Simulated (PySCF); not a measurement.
Species: C4H9BSi.
Numbering: `[CH2:1]=[CH:2][BH:3][C:4](=[CH2:5])[SiH3:6]` (hydrogens: H7, H8 on C1; H9 on C2; H10 on B3; H11, H12 on C5; H13, H14, H15 on Si6)

Theory: PBE0-D3(BJ)/def2-SVP geometry optimisation, gas phase (PySCF 2.14.0).

What internal coordinates does the optimisation give?

```
                     bond  length (Å)
                    C1=C2       1.346
                    C2–B3       1.550
                    B3–C4       1.556
                    C4=C5       1.350
                   C4–Si6       1.879
                    C1–H7       1.096
                    C1–H8       1.095
                    C2–H9       1.098
                   B3–H10       1.215
                   C5–H11       1.098
                   C5–H12       1.098
Si6–H13, Si6–H14, Si6–H15       1.496
```

Bonds in one row agree within 0.01 Å and their mean is given. A selection of angles:
```
      angle  degrees
   C2–C1–H7    122.5
   C2–C1–H8    121.1
   H7–C1–H8    116.3
   C1–C2–B3    122.9
   C1–C2–H9    117.3
   B3–C2–H9    119.6
   C2–B3–C4    123.0
  C2–B3–H10    118.6
  C4–B3–H10    118.4
   B3–C4–C5    120.7
  B3–C4–Si6    119.4
  C5–C4–Si6    119.7
  C4–C5–H11    121.5
  C4–C5–H12    122.7
 H11–C5–H12    115.7
 C4–Si6–H13    110.7
 C4–Si6–H14    109.9
H13–Si6–H14    108.6
H13–Si6–H15    107.6
```

Torsions: C1–C2–B3–C4 25° (synperiplanar); C2–B3–C4–C5 41° (synclinal). The mirror-image conformer, all signs reversed, is as good.

Of the pairs four or more bonds apart, C1···C5 is among the closest relative to their van der Waals radii: 3.31 Å, 97 % of the sum of Bondi's values. B3 (three-coordinate boron) is planar (angles 123.0°, 118.6° and 118.4°, sum 360.0°, 0.01 Å off the plane of its three neighbours). Si6 (SiH3 silicon) is tetrahedral (angles from 107.6° to 110.7°).

Point group: C1 (no symmetry element, even within 0.4 Å). Not checked by PBE0-D3(BJ)/def2-SVP frequencies. The numbers are those of one conformer.
